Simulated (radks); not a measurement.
Values are calculated unless marked as measured or tabulated.
Fractional charge and spin in the 5p shell of ytterbium: the spin-up occupation runs from 2 to 3 and the spin-down occupation from 2 to 3; the fullest corner is Yb, [Kr] 4d10 4f14 5s2 6s2 5p(up 3, down 3). Level of theory: scalar-relativistic Kohn-Sham, PBE, spin-polarised, spherical densities, finite nucleus; Fermi nuclear charge, rms radius of each element as measured or else 0.836 A^(1/3) + 0.57 fm (a radial shooting solver on a logarithmic mesh with Libxc functionals). Energy (eV) minus the two flat planes that join the four corners (they meet along the diagonal where the two added fractions sum to one electron); zero is where a piecewise linear energy would lie.

| down \ up | 2 | 2.25 | 2.5 | 2.75 | 3 |
|---|---|---|---|---|---|
| 2 | 0.000 | -1.183 | -1.568 | -1.167 | 0.000 |
| 2.25 | -1.183 | -1.509 | -1.054 | 0.167 | -1.052 |
| 2.5 | -1.568 | -1.054 | 0.223 | -0.943 | -1.386 |
| 2.75 | -1.167 | 0.167 | -0.943 | -1.332 | -1.025 |
| 3 | 0.000 | -1.052 | -1.386 | -1.025 | 0.000 |

Corners above the fullest one (they belong to Yb+ and the next ion): (up 3, down 2) 32.771 eV, (up 2, down 3) 32.771 eV, (up 2, down 2) 78.291 eV. With half an added electron in each spin the energy lies 0.223 eV from the planes, and with half an added electron in spin up alone -1.568 eV. The planes are only a guide here: the flat-plane condition holds for ground states with one frontier orbital, while this shell lies below other occupied shells, so the corners above the fullest one are inner-hole states and not the ground states of those ions.
